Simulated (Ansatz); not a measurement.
`C[Si](F)(F)[SiH3]` + `[SH][Sn][SH]` → `C[S][Sn][SH]` + `F[SiH](F)[SiH3]`  (substitution at a C–Si bond)

Calculated with Ansatz (gas phase, PBE0-D4/def2-TZVP geometries, no zero-point term in ΔE). CCSD(T)/CBS is the MP2 limit (def2-TZVPP, def2-QZVPP) plus CCSD(T) − MP2 in def2-TZVPP, frozen cores. Elements past krypton have def2 core potentials. For Sn outer-core shells are correlated without core-valence functions, which leaves a few kJ/mol of doubt a bond. Each species was taken in one conformer, which may not be the lowest.

```csv
species,HF/CBS(def2) energy (Eh)
`C[Si](F)(F)[SiH3]`,-818.41898
`[SH][Sn][SH]`,-1009.70785
`C[S][Sn][SH]`,-1048.75050
`F[SiH](F)[SiH3]`,-779.34880
```

Question: Work out ΔE.

Answer: ΔE = (-1048.75050) + (-779.34880) − (-818.41898) − (-1009.70785) = 0.02753 Eh = +72.3 kJ/mol. CCSD(T)/CBS gives +68.4 kJ/mol.

Largest T1 diagnostic among the species: 0.016.
